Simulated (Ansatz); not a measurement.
The cluster Al5Ru2⁻, 7 atoms. Hardware: 4 threads of AMD EPYC 9R45 on a shared host.

In the def2 sets Ru takes a core potential; there is no spin–orbit coupling. Correlated methods freeze 25 core orbitals; core or outer-core shells of Ru are correlated, in sets that lack core-valence functions.

**Question.** How many basis functions does each of these Ansatz runs have, and roughly what does it cost? PBE0-D4/def2-SVP, charge -1 unrestricted singlet, energy with a search over starts; r2SCAN-D4/def2-TZVPD, charge -1 quintet, energy, from earlier orbitals; PBE with 40 % exact exchange/def2-SVPD, charge -1 quintet, energy, from earlier orbitals; PBE0-D4/def2-TZVPD, charge -1 singlet, energy and forces, from earlier orbitals; PBE-D4/def2-TZVPD, charge -1 triplet, energy, from earlier orbitals; r2SCAN-D4/def2-TZVPD, charge 0 doublet at the geometry of the charge -1 singlet, energy, from earlier orbitals; PBE-D4/def2-SVPD, charge -1 quintet, relaxation, 24 steps; MP2/def2-TZVPD, charge -1 quintet, energy, from earlier orbitals; r2SCAN-D4/def2-TZVPD, charge -1 singlet, energy, from earlier orbitals; HF/STO-3G, charge -1 triplet, energy; B97M-V/def2-TZVPD, charge -1 triplet, energy, from earlier orbitals; r2SCAN-D4/def2-TZVPD, charge -1 unrestricted singlet, energy, from earlier orbitals.

**Answer.** Other jobs shared the machine, so times can vary by a factor of up to 3. A dash marks memory too small to be measured apart from the calling script's.

```json
{"run": "HF/STO-3G, charge -1 triplet, energy", "functions": "99", "fitting or Cholesky vectors": "1158", "wall time": "4.1 s", "peak host memory (GiB)": "–"}
{"run": "PBE-D4/def2-TZVPD, charge -1 triplet, energy, from earlier orbitals", "functions": "295", "fitting or Cholesky vectors": "2028", "wall time": "6.5 s", "peak host memory (GiB)": "0.82"}
{"run": "r2SCAN-D4/def2-TZVPD, charge -1 singlet, energy, from earlier orbitals", "functions": "295", "fitting or Cholesky vectors": "2028", "wall time": "7 s", "peak host memory (GiB)": "0.77"}
{"run": "PBE0-D4/def2-TZVPD, charge -1 singlet, energy and forces, from earlier orbitals", "functions": "295", "fitting or Cholesky vectors": "2226", "wall time": "10 s", "peak host memory (GiB)": "1.4"}
{"run": "PBE with 40 % exact exchange/def2-SVPD, charge -1 quintet, energy, from earlier orbitals", "functions": "188", "fitting or Cholesky vectors": "1706", "wall time": "13 s", "peak host memory (GiB)": "1"}
{"run": "PBE0-D4/def2-SVP, charge -1 unrestricted singlet, energy with a search over starts", "functions": "152", "fitting or Cholesky vectors": "1454", "wall time": "14 s", "peak host memory (GiB)": "0.84"}
{"run": "B97M-V/def2-TZVPD, charge -1 triplet, energy, from earlier orbitals", "functions": "295", "fitting or Cholesky vectors": "2028", "wall time": "27 s", "peak host memory (GiB)": "1.3"}
{"run": "MP2/def2-TZVPD, charge -1 quintet, energy, from earlier orbitals", "functions": "295", "fitting or Cholesky vectors": "2086", "wall time": "28 s", "peak host memory (GiB)": "1.8"}
{"run": "r2SCAN-D4/def2-TZVPD, charge -1 quintet, energy, from earlier orbitals", "functions": "295", "fitting or Cholesky vectors": "2028", "wall time": "36 s", "peak host memory (GiB)": "1.8"}
{"run": "r2SCAN-D4/def2-TZVPD, charge 0 doublet at the geometry of the charge -1 singlet, energy, from earlier orbitals", "functions": "295", "fitting or Cholesky vectors": "2028", "wall time": "39 s", "peak host memory (GiB)": "1.7"}
{"run": "r2SCAN-D4/def2-TZVPD, charge -1 unrestricted singlet, energy, from earlier orbitals", "functions": "295", "fitting or Cholesky vectors": "2028", "wall time": "40 s", "peak host memory (GiB)": "1.7"}
{"run": "PBE-D4/def2-SVPD, charge -1 quintet, relaxation, 24 steps", "functions": "188", "fitting or Cholesky vectors": "1769", "wall time": "85 s", "peak host memory (GiB)": "–"}
```
